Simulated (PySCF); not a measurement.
NMR parameters from quadrupole coupling constants

Compound: C₅H₁₂OS.
Z-matrix (Å and degrees, GFN2-xTB geometry), rows numbered from 1:
```
C 
C   1  1.5236
C   2  1.5248  1  112.16
C   3  1.5144  2  112.47  1   174.60
S   3  1.8793  2  105.94  1   -66.24
C   5  1.8484  3   96.62  2   166.74
O   5  1.4639  3  105.50  2   -84.53
H   1  1.0884  2  110.51  3   -58.79
H   1  1.0871  2  110.70  3    61.53
H   1  1.0870  2  110.30  3  -178.50
H   2  1.0924  1  109.81  3  -120.76
H   2  1.0934  1  109.29  3   121.28
H   3  1.0911  2  110.23  1    48.21
H   4  1.0905  3  108.65  2    77.22
H   4  1.0879  3  110.97  2   -41.82
H   4  1.0875  3  111.80  2  -162.67
H   6  1.0835  5  108.44  3   -61.96
H   6  1.0830  5  110.18  3    60.23
H   6  1.0851  5  107.08  3   179.35
```

Computed at PBE0/pcSseg-1 (PySCF, non-relativistic):

```tsv
atom	environment	nucleus	spin I	Q (b)	CQ = χzz (MHz)	η
S5	sulfinyl sulfur	33S	3/2	-0.0678	31.970	0.177
O7	sulfinyl oxygen	17O	5/2	-0.0256	-10.053	0.386
```

Task: Which field gradients stand behind these couplings (CQ in MHz = 234.96 × Q in b × Vzz in au)?

Result: Vxx = −Vzz(1 − η)/2 and Vyy = −Vzz(1 + η)/2, in au:

| atom | Vxx (au) | Vyy (au) | Vzz (au) | Vzz (10²¹ V/m²) |
| --- | --- | --- | --- | --- |
| S5 | 0.826 | 1.181 | -2.007 | -19.50 |
| O7 | -0.513 | -1.158 | 1.671 | 16.24 |

Task: PQ = |CQ|√(1 + η²/3), νQ = 3|CQ|/[2I(2I − 1)], ν0 = |g|·7.62259 MHz/T·B with g(33S) = 0.42921, g(17O) = −0.75752: values at 16.45 T?

Result: 
```csv
atom,PQ (MHz),νQ (MHz),ν0 (MHz),νQ/ν0
S5,32.14,15.99,53.82,0.297
O7,10.30,1.508,94.99,0.016
```

For S5: PQ = 31.97 × 1.0052, νQ = 31.97 × 0.5000, ν0 = 3.2717 MHz/T × 16.45 T.

Task: Second-order quadrupolar shift of the central transition's centre of gravity (half-integer spins, νQ < ν0/10) at 16.45, 18.8 and 23.5 T.

Result: δ = −(3/40)(PQ/ν0)² [I(I + 1) − 3/4]/[I²(2I − 1)²], in ppm:

| site | 16.45 T | 18.8 T | 23.5 T |
| --- | --- | --- | --- |
| 17O at O7 | -70.5 | -54 | -34.6 |

Task: Take a correlation time of 20 ps, isotropic tumbling and extreme narrowing. What quadrupolar relaxation rates and linewidths follow?

Result: Rate = (3π²/10) PQ² τc (2I + 3)/[I²(2I − 1)], the same for T1 and T2; width = rate/π.

| site | spin factor (2I + 3)/[I²(2I − 1)] | 1/T1 (s⁻¹) | T1 (ms) | linewidth (Hz) |
| --- | --- | --- | --- | --- |
| 33S at S5 | 1.333 | 81500 | 0.0123 | 26000 |
| 17O at O7 | 0.320 | 2010 | 0.497 | 640 |

Solvent, lattice and vibrations would change these gradients. Geometry: GFN2-xTB, one conformer, isolated molecule. GFN2-xTB bond lengths can be off by several hundredths of an ångström, more for odd bonds, and the gradients follow them. A larger basis could move these couplings by a tenth or more.
